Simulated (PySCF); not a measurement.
AlFH4OSi. Atoms are numbered in the order given.

```xyz
8

Al    -0.3622     1.1599     0.6264
F      1.0659     1.7122     1.2751
H     -1.6660     1.9899     0.8463
O     -0.3478    -0.2819    -0.2486
Si    -0.0416    -1.7006    -1.0433
H     -1.0826    -2.7083    -0.6908
H      1.2972    -2.2379    -0.6634
H     -0.0691    -1.4686    -2.5163
```

Geometry optimised at B3LYP-D3(BJ)/def2-SVP. Other conformers were not sampled.

Level of theory: IEF-PCM-PBE0/def2-SVP (PySCF).

The values are the electrostatic part of the solvation free energy, E(continuum) − E(gas) at the gas-phase geometry, in a cavity of scaled van der Waals radii (PySCF's table); cavitation and dispersion terms are not included. A continuum can't describe solvent molecules that bind to the metal. In vacuum the orbital gap is 8.35 eV. The dipole moment in vacuum is 1.17 D.

### Question
Estimate the values in water (ε = 78.36), ethanol (ε = 24.85), tetrahydrofuran (ε = 7.43). (Estimate from the structure and the level; the computed values follow.)

### Answer

```tsv
solvent	ε	ΔG(elec) (kcal/mol)	dipole (D)	gap (eV)
water	78.36	-5.3	1.27	8.78
ethanol	24.85	-5.0	1.27	8.76
tetrahydrofuran	7.43	-4.3	1.26	8.69
```
